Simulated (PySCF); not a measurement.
In(SiH3)3, SMILES [SiH3][In]([SiH3])[SiH3] (H9InSi3) (PBE0/def2-SVP optimised geometry):

```
13

In    -1.032     0.204    -2.084
Si    -0.194     1.509     0.000
H      1.307     1.509     0.000
H     -0.640     0.886     1.287
H     -0.640     2.938     0.000
Si    -1.511    -2.347    -1.976
H     -0.621    -3.082    -2.932
H     -2.927    -2.624    -2.385
H     -1.307    -2.938    -0.616
Si    -1.302     1.443    -4.352
H     -2.256     0.757    -5.281
H      0.031     1.496    -5.039
H     -1.768     2.855    -4.175
```

Method: PBE0/def2-TZVP, def2 effective core potentials past Kr run with PySCF.

Question: What are the frontier orbital energies and the dipole moment?

Answer: HOMO-2 -9.66 eV, HOMO-1 -7.06 eV, HOMO -7.05 eV, LUMO -2.54 eV, LUMO+1 -0.51 eV; dipole moment 0.15 D.

On the same geometry PBE/def2-TZVP, def2 effective core potentials past Kr (PySCF) gives HOMO-2 -8.33 eV, HOMO-1 -6.11 eV, HOMO -6.10 eV, LUMO -3.24 eV, LUMO+1 -1.34 eV; dipole moment 0.13 D.
